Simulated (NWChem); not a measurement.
A series in which one site is exchanged, each optimised at PBE0/def2-SVP with NWChem, gas phase unless a solvent is named. For some, no frequency run checked for a minimum. def2 effective core potentials on Bi; no spin-orbit coupling.

A: [F][Bi]([F])[F] (BiF$_{3}$; site = F)
B: [F][Bi]([Cl])[F] (BiClF2; site = Cl)
C: [F][Bi]([F])[Br] (BiBrF₂; site = Br)
D: [BiH]([F])[F] (BiHF₂; site = H)

### Question
Rank them by static polarisability, CAM-B3LYP/def2-SVPD (bohr³), lowest first.

### Answer
A (39.3), D (42.8), B (55.8), C (64.9)
